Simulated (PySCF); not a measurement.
SMILES CS[SiH2][Si](C)(C)C (C4H14SSi2) at its GFN2-xTB optimised geometry (Å):

```
21

C     -0.9981    -4.2591    -3.5631
S     -0.1934    -3.6414    -2.0578
Si    -1.1545    -1.7161    -1.8875
Si    -0.3034    -0.6671     0.0000
C      1.6067    -0.6671     0.0000
C     -0.9267     1.1365     0.0000
C     -0.9165    -1.5269     1.5926
H     -0.5800    -5.2390    -3.7680
H     -2.0682    -4.3372    -3.3972
H     -0.7911    -3.5851    -4.3886
H     -2.5903    -2.0293    -1.9011
H     -0.9164    -1.0817    -3.1914
H      1.9893    -1.6812    -0.0728
H      2.0116    -0.2253     0.9068
H      2.0031    -0.1075    -0.8425
H     -2.0116     1.1797     0.0191
H     -0.5642     1.6812     0.8664
H     -0.5947     1.6726    -0.8839
H     -0.5106    -1.0576     2.4848
H     -0.6200    -2.5718     1.6069
H     -1.9997    -1.4924     1.6692
```

Calculation: CAM-B3LYP/def2-SVP in PySCF 2.14.0. Cells within 0.4 Å of a nucleus heavier than hydrogen are left out (blank, or x).

Map of the electrostatic potential (hartree/e), clipped to [-0.08, 0.12] on the plane z = 0.0 Å:

```
|2222222222222222222222222|
|2222222222222222222222222|
|2222222222222222222222222|
|2222222111222222222222222|
|2222222111222222222222222|
|2222222222222222222222222|
|2222222345643222222222222|
|2222347899995322222222222|
|2223499999999322222222222|
|222349999xx99432222222222|
|2223489999999643332222222|
|2222346799999977874221111|
|2222334599999999999421111|
|22222347999x9999xx9721111|
|22222348999xx999xx9821111|
|2222234799999999999721111|
|2222233599999999999921111|
|2222223469999966999932111|
|1112222345677644799522111|
|1111122233444332344322111|
|1111111222222222222221111|
|1111111111111111111111111|
|1111111100000111111111111|
|1111111000000000111111111|
|1111111000000000011111111|
```
Scale: ten equal steps from -0.031 (start of '0') to 0.120 (end of '9'), in the order '0123456789'; x runs from -4.50 to 4.50, y from -4.50 (bottom) to 4.50 (top).
